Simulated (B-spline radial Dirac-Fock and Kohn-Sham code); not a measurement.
## Run log: Ru⁺

ΔSCF core binding energies without Breit or QED terms, calculated with an atomic code on a B-spline grid. Keys: rel is the Hamiltonian (dirac, or spin-free x2c and nr, where L3 and M5 stand for the whole 2p and 3d shells), method is hf or an exchange,correlation pair (spin-unpolarised, also for the hole states), nuc the nuclear model, radius_factor scales its radius, rmax is the box in bohr, h the logarithmic mesh step, order the B-spline order, points the quadrature points per cell, c_factor scales the speed of light, and damp, ndamp, maxit and tol steer the iteration. The run stops when the commutator error falls below 10·tol·max(1, Z/10), or the numerical noise floor, and the energy has settled to about 1e-8 Ha; the virial ratio is −V/T.

Input (task.json):

```json
{"items": [{"Z": 44, "q": 1, "cfg": [[1, 0, 2], [2, 0, 2], [2, 1, 6], [3, 0, 2], [3, 1, 6], [3, 2, 10], [4, 0, 2], [4, 1, 6], [4, 2, 7]], "A": 102, "rrms": 4.4809, "do": "settings", "holes": ["K", "L3", "M5"],
  "settings": [{"rel": "dirac", "method": "hf", "nuc": "fermi", "radius_factor": 1.0, "rmax": 45.0, "h": 0.3, "order": 8, "points": 10, "c_factor": 1.0, "maxit": 61, "damp": 0.97, "ndamp": 100, "tol": 1e-08}]}]}
```

Command: `python xray2_run.py task.json out`

Ground-state iterations:

```
iter   energy (Ha)        error
   1    -4522.24903560  1.54e+00
   2    -4526.16213087  3.54e-01
   3    -4526.38796725  3.38e-01
   4    -4526.59701129  3.22e-01
   5    -4526.79045935  3.07e-01
   6    -4526.96942378  2.93e-01
   7    -4527.13493905  2.79e-01
   8    -4527.28796736  2.66e-01
   9    -4527.42940380  2.53e-01
  10    -4527.56008122  2.41e-01
  11    -4527.68077456  2.29e-01
  12    -4527.79220501  2.18e-01
  13    -4527.89504374  2.07e-01
  14    -4527.98991542  1.97e-01
  15    -4528.07740143  1.87e-01
  23    -4528.56906289  1.25e-01
  31    -4528.81833805  8.70e-02
  39    -4528.94100925  5.93e-02
  47    -4528.99975136  3.96e-02
  55    -4529.02727599  2.61e-02
  61    -4529.03767088  1.89e-02
```

The ground state had not converged after 61 iterations, with total energy -4529.03767 Ha, virial ratio 1.96022 and highest orbital energy -16.21 eV. ΔSCF binding energies: K (1s) 22197.2 eV, L3 (2p3/2) 2860.2 eV, M5 (3d5/2) 296.2 eV (not all states converged, so these are not final).

**Question.** One setting is unsound. Which, and why?

**Answer.** damp is so close to 1 that the orbitals hardly move in each step. With the default settings (Dirac Hartree-Fock): The ground state converged in 11 iterations, with total energy -4529.05095 Ha, virial ratio 1.96080 and highest orbital energy -17.66 eV. ΔSCF binding energies: K (1s) 22197.0 eV, L3 (2p3/2) 2859.9 eV, M5 (3d5/2) 296.0 eV.
